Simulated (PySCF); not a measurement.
FHSi, SMILES F[SiH] (connectivity only; charge and spin as stated), charge -1, multiplicity 2. Atoms are numbered in the order given.

```xyz
3

Si     0.1189     0.6279     0.0000
H     -1.4166     0.9268     0.0000
F     -0.0275    -1.0798     0.0000
```
Charge -1, spin multiplicity 2.

Geometry optimised at B3LYP-D3(BJ)/def2-TZVPD. The spin state was assumed, not searched. The isomer is the one that the SMILES or the coordinates give; other isomers of the formula were not compared.

The numbers are results of ωB97X/def2-TZVPD (PySCF), not measurements.

The molecule is in vacuum.

```
Quantity                                                            Value
------------------------------------------------  -----------------------
total energy                                           -389.98050 hartree
point group                                                            Cs
α spin, highest occupied and lowest empty level         -0.80 and 6.15 eV
β spin, highest occupied and lowest empty level         -2.63 and 5.55 eV
dipole moment about the centre of nuclear charge                   1.95 D
mean static polarisability                           64.9 bohr³ (9.62 Å³)
polarisability, principal values                   53.4, 66.1, 75.3 bohr³
⟨S²⟩                                              0.758 (pure state 0.75)
```
